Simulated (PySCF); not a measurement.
InH2, SMILES [InH2], multiplicity 2.

Coordinates come from a B3LYP-D3(BJ)/def2-TZVPD optimisation. The def2 effective core potentials stand for the cores of In; spin–orbit coupling is left out.

Computed with B3LYP-D3(BJ)/def2-TZVPD in PySCF 2.14.0.

Frequencies are harmonic and unscaled.

Computed harmonic wavenumbers and intensities:
```csv
mode,ν (cm⁻¹),IR (km/mol),moving atoms (share of kinetic energy)
1,601,132.6,H 99 %
2,1556,139.5,H 100 %
3,1631,480.2,H 99 %
```
